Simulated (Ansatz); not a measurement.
Computed with Ansatz on PBE0-D4/def2-TZVP structures; ΔE is electronic, products minus reactants. CBS: MP2 limit from def2 TZ/QZ plus the TZ coupled-cluster correction, frozen cores. Each species was taken in one conformer, which may not be the lowest.

Consider the cleavage of the Si–Si bond: `CSS[SiH2][SiH3]` + `FC1NCO1` → `FC1OCN1[SiH3]` + `CSS[SiH3]`.

```csv
level,ΔE (kJ/mol)
HF/def2-TZVPP,-61.6
HF/def2-QZVPP,-63.1
```

Question: What does CCSD(T)/CBS give? (Estimate.)

Answer: Ansatz gave: -44.1 kJ/mol. The listed levels differ from it by -17.5, -19.0 kJ/mol.

Largest T1 diagnostic among the species: 0.013.

From PBE to PBE0 (25 % exact exchange), in def2-TZVPP and without D4, ΔE moves by −5.0 kJ/mol. In def2-TZVPP, CCSD(T) changes the Hartree–Fock value by +16.7 kJ/mol (the triples alone add +2.2 kJ/mol) and MP2 by +8.9 kJ/mol.
